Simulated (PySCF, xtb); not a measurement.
BeH₂, SMILES [BeH2].

Harmonic wavenumbers (cm⁻¹) from xtb with GFN2-xTB at its own minimum, in rising order: 459, 459, 1962, 2116.

Q: What does PBE-D3(BJ)/def2-TZVPD run with PySCF give at its own minimum? (The exact figures need the calculation; the answer reports its results.)

A: 708, 708, 1977, 2195. Paired by order, the mean absolute difference is 148 cm⁻¹ and the zero-point energies are 7.1 and 8.0 kcal/mol.
